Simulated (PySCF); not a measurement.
# From computed data to an observable: oscillator strength and radiative lifetime

In(H)(vinyl)(OMe) (C₃H₇InO), SMILES [CH](=C)[InH][O]C.

Geometry: B3LYP-D3(BJ)/def2-SVP. The structure was generated by enumeration; whether it is a known compound was not checked. The def2 effective core potentials stand for the cores of In; spin–orbit coupling is left out. The values are those of a single conformer.

TDA-PBE/def2-SVPD (PySCF 2.14.0) puts the first singlet state with f over 0.02 at 3.77 eV (vertical), with the transition dipole (0.086, 0.235, -0.539) in atomic units.

Q: Find the oscillator strength, the wavelength and the radiative lifetime that this transition would have in vacuum if emission retraced absorption.

A: 
|μ|² = 0.3531 au, so |μ| = 1.51 D. ΔE = 3.77/27.211 = 0.1385 hartree. f = (2/3) ΔE |μ|² = 0.033 (the program prints 0.033).
λ = 1239.84/3.77 = 329 nm; ν = 30407 cm⁻¹.
Einstein's coefficient A = 0.6670 ν² f s⁻¹ (ν in cm⁻¹) = 2.0e7 s⁻¹, so τ = 1/A = 50 ns. This state is S2; the lower singlet has f = 0.001. The figure is the radiative limit of this one transition; relaxation, internal conversion, crossing to triplets and a medium change what is measured.
